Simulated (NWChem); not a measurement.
System: C3H7FSi; SMILES C=C[Si@@H](C)F

NWChem input:

```
start job
memory heap 200 mb stack 900 mb global 1100 mb
geometry units angstroms noautosym nocenter noautoz
  C     -0.027765    -2.252047     0.344653
  C     -0.696765    -1.241590    -0.223559
  Si     0.041438     0.456342    -0.411679
  C     -0.935314     1.766777     0.483694
  F      1.540064     0.380794     0.238254
  H      0.992843    -2.118843     0.720126
  H     -0.464079    -3.250683     0.459983
  H     -1.716382    -1.429116    -0.587661
  H      0.208198     0.819799    -1.850419
  H     -0.453621     2.752306     0.391401
  H     -1.950574     1.844679     0.062445
  H     -1.027654     1.522678     1.553098
end
basis spherical
  * library sto-3g
end
dft
  xc b3lyp
  iterations 150
end
property
  response 1 0.0773
end
task dft property
```

STO-3G and 3-21G are far too small for this property and stand as cheap habits. Geometry: optimised at PBE0/def2-SVP. No frequency run checked for a minimum.

Field at 589 nm.

Task: Predict the main results of this run. (B3LYP/STO-3G.) Quantities: isotropic polarisability (bohr³); anisotropy (bohr³).

Result: 
| Item | Result |
|---|---|
| isotropic polarisability (bohr³) | 29.1 |
| anisotropy (bohr³) | 18.8 |
